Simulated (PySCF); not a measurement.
Correlation energy of Re²⁺ (rhenium, charge +2)

[Xe] 4f14 5d4 6p1, one real determinant (an excited configuration). Computed with PySCF 2.14 in x2c-TZVPPall with one added diffuse shell each of s, p, d, f type (12s8p8d4f1g, 113 functions), with scalar relativity by spin-free X2C-1e. Frozen: [Xe] 4f14; 5 electrons correlated.

```csv
level,correlation energy (mhartree)
CCSD,-47.94
(T),-0.99
CCSD(T),-48.93
```

Diagnostics: T1 = 0.0062, D1 = 0.0180, largest double amplitude 0.095.

**Question.** Is a single reference adequate?

**Answer.** Mostly. T1 lies below 0.03, but a double amplitude of this size points to a near-degeneracy that CCSD handles and MP2 describes poorly.

The reference is one real determinant that mixes LS terms of this configuration.
